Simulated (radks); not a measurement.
All-electron atom: the tantalum ion Ta46+ in [Ar] 3d9. Calculated with a radial shooting solver on a logarithmic mesh with Libxc functionals: Dirac Kohn-Sham, PBEsol, spin-unpolarised, spherical densities, finite nucleus; open shells are shared between the two j in proportion to 2j + 1; Fermi nuclear charge, rms radius 5.3507 fm.

Normalised radial functions P(r) = r R(r) (large component), r in bohr:

```
   r/bohr * 2p3/2, o 3d3/2, + 4s1/2 (the largest magnitude, 3.56, reaches the edge; | marks zero, & curves that meet)
 0.001787                             & +
 0.002254                             & +
 0.002865                             o* +
 0.003642                             o* +
 0.004593                             o*  +
 0.005839                             o * +
 0.007423                             o  *+
 0.009437                             o   &
   0.0119                             o   + *
  0.01513                             o  +     *
  0.01923                             |&          *
  0.02426                            +|o              *
  0.03083                          +  | o                  *
   0.0392                        +    |   o                   *
  0.04943                       +     |     o                    *
  0.06284                       +     |        o                 *
  0.07989                           + |           o           *
   0.1007                             |  +            o  *
   0.1281                             |       +   *     o
   0.1628                             |     *  +        o
   0.2053                             | * +           o
    0.261                        +    |*         o
   0.3318                +            *     o
   0.4185               +             * o
    0.532                   +         *o
   0.6763                         +   &
   0.8529                            +&
    1.084                             &
```

2p3/2: eigenvalue -12159.4 eV, 0 radial nodes, <r> = 0.0725 bohr, 90 % of the charge inside 0.118 bohr. 3d3/2: eigenvalue -4023.4 eV, 0 radial nodes, <r> = 0.176 bohr, 90 % of the charge inside 0.271 bohr. 4s1/2 (empty): eigenvalue -2425.3 eV, 3 radial nodes at r = 0.0223, 0.0888, 0.232 bohr, <r> = 0.392 bohr, 90 % of the charge inside 0.553 bohr.
